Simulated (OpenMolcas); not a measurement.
A run on Tc2+ among 4 point charges of -1.25 e arranged as a tetrahedron (Td), 2.08 Å from the ion.
```
   1.2009    1.2009    1.2009  -1.25
   1.2009   -1.2009   -1.2009  -1.25
  -1.2009    1.2009   -1.2009  -1.25
  -1.2009   -1.2009    1.2009  -1.25
```

```
Program             : OpenMolcas
Method              : CASSCF
Basis               : ANO-RCC-VDZP [6s5p3d1f]
Scalar Hamiltonian  : DKH2, point nucleus
Active space        : 5 electrons in 5 orbitals (4d)
State averaging     : 2S+1 = 6 even, 1 root; 2S+1 = 4 even, 24 roots; 2S+1 = 2 even, 75 roots
Spin-orbit coupling : state interaction with AMFI integrals over the reference wave functions
```

43 basis functions. Blocks (2S+1, parity, CSFs, roots kept): 6, even, 1, 1; 4, even, 24, 24; 2, even, 75, 75.

**Question.** How long do the RASSCF and RASSI steps take on 1 thread of Intel(R) Xeon(R) 6975P-C (Granite Rapids), with other jobs on the host?

**Answer.** About 19 s of wall time, without the integral step.
